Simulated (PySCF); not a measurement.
Isomers C10H7Cl:

A. SMILES Clc1cc2cccccc-2c1
B. 2-Chloronaphthalene (SMILES Clc1ccc2ccccc2c1)
C. `ClC1=CC=CC2=CC=CC=C12`

Spectrum 1. ¹H NMR (300 MHz, computed): δ 8.76 (d, 1H), 8.16 (d, 1H), 8.02 (d, 1H), 7.98 (m, 1H), 7.94 (m, 1H), 7.92 (m, 1H), 7.78 (m, 1H). ¹³C{¹H} NMR (computed): δ 143.6 (C), 138.1 (C), 134.4 (C), 134.0 (CH), 132.7 (CH), 132.5 (CH), 132.5 (CH), 132.1 (CH), 131.2 (CH), 131.0 (CH).

Spectrum 2. ¹H NMR (300 MHz, computed): δ 8.13 (d, 1H), 8.12 (s, 1H), 8.09 (d, 1H), 8.08 (d, 1H), 7.89 (m, 1H), 7.84 (m, 1H), 7.78 (d, 1H). ¹³C{¹H} NMR (computed): δ 143.6 (C), 137.9 (C), 135.3 (C), 135.2 (CH), 134.0 (CH), 133.3 (CH), 133.1 (CH), 132.9 (CH), 132.7 (CH), 131.7 (CH).

Spectrum 3. ¹H NMR (300 MHz, computed): δ 8.57 (d, 1H), 8.56 (d, 1H), 8.11 (m, 1H), 7.65 (m, 1H), 7.65 (m, 1H), 7.53 (m, 1H), 7.53 (m, 1H). ¹³C{¹H} NMR (computed): δ 153.9 (C), 144.2 (CH), 143.3 (C), 143.3 (C), 142.5 (CH), 142.5 (CH), 129.6 (CH), 129.5 (CH), 121.7 (CH), 121.7 (CH).

Rapidly exchanging positions averaged, no solvent model, one conformer, no relativistic terms. σ from GIAO-PBE0/pcSseg-1; geometry from GFN2-xTB; PySCF 2.14.0 with density-fitted response routines.

δ = σ(ref) − σ, references computed at the same level: ¹H, ¹³C against TMS. Where no couplings were computed, multiplicities follow the n + 1 count of equivalent neighbours, and m marks all less simple cases (inequivalent or close neighbours, rings, F or P nearby). Shifts are as computed. Against solution values, carbons near 30 ppm lie about +3 ppm off and those near 130 ppm about +5 ppm; carbons on Cl a further +6 ppm. Of 1211 compounds with measured shifts, 218 miss one by over three times the rms of a fit or turn the order of signals round; such compounds aren't used in these exercises. Carbons bonded to Cl come out too deshielded.

Match each spectrum to its structure.

Results:

1–C, 2–B, 3–A.

- Spectrum 1 (C): 10 ¹³C signals; δC 134.0 is an aromatic CH; δC 132.7 is an aromatic CH.
- Spectrum 2 (B): 10 ¹³C signals; δC 135.2 is an aromatic CH; δC 134.0 is an aromatic CH.
- Spectrum 3 (A): 10 ¹³C signals; δC 129.6 is an aromatic CH; δC 129.5 is an aromatic CH.
